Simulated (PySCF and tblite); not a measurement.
The numbers below are computed, except where a source is named.
**Conformers and averaged properties: C₇H₈F₂, numbered as in [F:1][CH2:2][C:3]1=[CH:4][C:5]([F:6])=[CH:7][CH2:8][CH2:9]1**

Free energies: PBE0-D3(BJ)/pcSseg-1 on GFN2-xTB structures plus GFN2-xTB thermal terms, symmetry and mirror images included. Conformers within 3 kcal/mol (GFN2-xTB free energy) were kept, 10 at most. GIAO shieldings: PBE0/pcSseg-1. Shifts are against TMS (¹H), TMS (¹³C), CFCl3 (¹⁹F) at the same level. Run with PySCF (density fitting) and tblite.

Torsions listed: F1–C2–C3–C9. The 6-ring runs over atoms 3–4–5–7–8–9. Of a mirror pair one member is shown.

```
conformer                                                               shape   symmetry  E(GFN2) kcal/mol  E(DFT) kcal/mol  G(298.15 K) kcal/mol  weight %  dipole D
        1  6-ring half-chair (ring torsions -14, -1, 31, -44, 33, -4°); -173°  C1 (pair)              0.00             0.00                  0.00      47.1      3.36
        2    6-ring half-chair (ring torsions -14, -2, 31, -43, 31, -2°); 55°  C1 (pair)              0.10             0.12                  0.17      35.6      1.23
        3      6-ring half-chair (ring torsions 13, 1, -29, 43, -32, 4°); 43°  C1 (pair)              0.33             0.64                  0.60      17.3      1.68
```

Weights (%) against temperature:

```
 T (K)     1     2     3  S(mix) cal/mol/K
   200  52.4  36.1  11.5              3.28
   250  49.2  36.0  14.8              3.36
298.15  47.1  35.6  17.3              3.42
   350  45.5  35.2  19.3              3.45
   400  44.3  34.7  20.9              3.47
```

Averaged shifts at 298.15 K. ¹H: 6.21 (H4, 1H), 5.39 (H7, 1H), 5.23 (H2, 2H), 2.40 (H8, 2H), 2.14 (H9, 2H) ppm. ¹³C: 168.6 (C5), 147.7 (C3), 123.2 (C4), 107.1 (C7), 87.7 (C2), 25.4 (C9), 24.9 (C8) ppm. ¹⁹F: -119.7 (F6), -251.4 (F1) ppm.

Coordinates of conformer 1 (Å):

```xyz
17

F    -2.915    1.276    0.121
C    -2.302    0.055    0.029
C    -0.812    0.171   -0.053
C    -0.157    1.330    0.035
C     1.287    1.334   -0.056
F     1.869    2.543   -0.224
C     2.021    0.230    0.044
C     1.336   -1.082    0.291
C    -0.062   -1.107   -0.329
H    -2.601   -0.516    0.919
H    -2.705   -0.439   -0.865
H    -0.663    2.272    0.174
H     3.098    0.264    0.016
H     1.933   -1.900   -0.115
H     1.265   -1.236    1.374
H    -0.621   -1.966    0.045
H     0.022   -1.217   -1.416
```

The minima are those of GFN2-xTB; planar forms about aryl–S or allylic bonds may be saddles in DFT. Unscaled ¹⁹F shifts at such levels can be off by tens of ppm; differences between conformers or isomers are more reliable. Shifts are unscaled: against experiment ¹³C can be off by 15 ppm or more and ¹H by 0.8 ppm.

Search and properties took 87 s on 1 thread of Arm Neoverse V1, shared host (rough), launched as `OMP_NUM_THREADS=1 python ens_run.py task.json out`.


Conformer gaps in pcSseg-1 on xTB geometries can be 2 kcal/mol off for S=O, P=O and other polar bonds.